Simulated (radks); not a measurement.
Ionisation of the gadolinium ion Gd3+, [Xe] 4f7, to [Xe] 4f6 as the strength of local exchange is varied. All-electron calculation, scalar-relativistic Kohn-Sham, Slater X-alpha exchange (alpha = 2/3 is LDA exchange), no correlation, spin-unpolarised, spherical densities, finite nucleus; Fermi nuclear charge, rms radius 5.1569 fm. Program: a radial shooting solver on a logarithmic mesh with Libxc functionals.

alpha,E(Gd3+) (hartree),exchange (hartree),IE (eV),-e of the level emptied (eV),<r> of it (bohr)
0.619,-11238.2454,-216.9060,40.449,30.848 (4f),0.8631
0.645,-11247.3942,-226.2039,41.283,31.608 (4f),0.8580
0.667,-11255.1414,-234.0830,41.996,32.258 (4f),0.8537
0.885,-11332.2016,-312.7331,49.379,39.051 (4f),0.8159
0.94,-11351.7270,-332.7406,51.330,40.862 (4f),0.8073

NIST Atomic Spectra Database: 44.4 eV (semi-empirical). The Delta-SCF value meets it near alpha = 0.74. Spin polarisation and multiplet splitting are left out, so open shells lie too high by an amount that depends on their filling. Spin-orbit splitting is averaged out at the scalar-relativistic level.

Beside tabulated values, note that spin-unpolarised runs miss the spin-polarisation part of the exchange energy of open shells. No tabulated value is given for the 4+ ions of Nd, Pm and Eu to Yb, where it belongs to another shell than the one emptied here.
